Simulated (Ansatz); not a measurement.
These are frozen-core CCSD(T)/def2-TZVPP // PBE0-D3(BJ)/def2-TZVP (Ansatz, a program for electronic structure) values and carry that method's errors. The restricted HF reference is unstable towards unrestricted orbitals.

Ansatz 0.2 input:
```yaml
crystal:
  periodic: [false, false, false]
  atoms:
    - { symbol: C, position_ang: [1.467383, 0.061336, -0.566635] }
    - { symbol: Si, position_ang: [0.211145, 0.193913, 0.574409] }
    - { symbol: C, position_ang: [-1.590406, -0.215586, 0.087514] }
    - { symbol: O, position_ang: [-1.883124, -0.576332, -1.022922] }
    - { symbol: H, position_ang: [2.502225, 0.283328, -0.335224] }
    - { symbol: H, position_ang: [1.264556, -0.256914, -1.583051] }
    - { symbol: H, position_ang: [0.409291, 0.621635, 1.978868] }
    - { symbol: H, position_ang: [-2.381072, -0.111383, 0.867041] }
basis:
  gaussian: { orbitals: def2-TZVPP }
correlation:
  method: ccsd_t
```

Output:

```
Functional definition: HF
1140 factors; integrals over basis functions are off by at most 1.1e-3 eV
mean field evaluation 1: about -12018.1327 eV, gradient 4.4e1 eV
mean field evaluation 2: about -12018.3423 eV, gradient 4.4e1 eV
mean field evaluation 4: about -12023.0736 eV, gradient 4.5e0 eV
mean field evaluation 8: about -12023.1796 eV, gradient 6.2e-1 eV
mean field evaluation 16: about -12023.1823 eV, gradient 4.0e-6 eV
mean field evaluation 32: about -12002.4227 eV, gradient 7.1e1 eV
mean field -12023.18226036 eV, -441.8437984626 hartree, gradient 4.0e-6 eV, S^2 0.000000; 1 other end points of the search recorded, 0 dependent functions left out; unrestricted orbitals would lower it
8 core orbitals not correlated
reference -12023.18226036 eV, -441.8437984626 hartree; 11, 11 occupied and 172, 172 virtual orbitals, 1140 factors
second order -18.21670875 eV of doubles, -0.00000000 eV of singles
cycle   1  -18.30611049 eV  change   -8.9e-2 eV  update   1.2e-1
cycle   2  -18.85444933 eV  change   -5.5e-1 eV  update   4.0e-2
cycle   3  -19.01311300 eV  change   -1.6e-1 eV  update   2.2e-2
cycle   4  -19.00149813 eV  change    1.2e-2 eV  update   6.0e-3
cycle   5  -19.00057659 eV  change    9.2e-4 eV  update   2.9e-3
cycle   6  -19.00179879 eV  change   -1.2e-3 eV  update   1.0e-3
cycle   7  -19.00148084 eV  change    3.2e-4 eV  update   5.5e-4
cycle   8  -19.00136197 eV  change    1.2e-4 eV  update   2.1e-4
cycle   9  -19.00142013 eV  change   -5.8e-5 eV  update   9.0e-5
cycle  10  -19.00139240 eV  change    2.8e-5 eV  update   3.0e-5
cycle  11  -19.00137399 eV  change    1.8e-5 eV  update   1.1e-5
perturbative correction -0.91306022 eV, -0.0335543443 hartree
Total energy: -12043.09669457 eV, -442.5756404214 hartree
```

Cost: about 80 core-seconds (a rough figure).
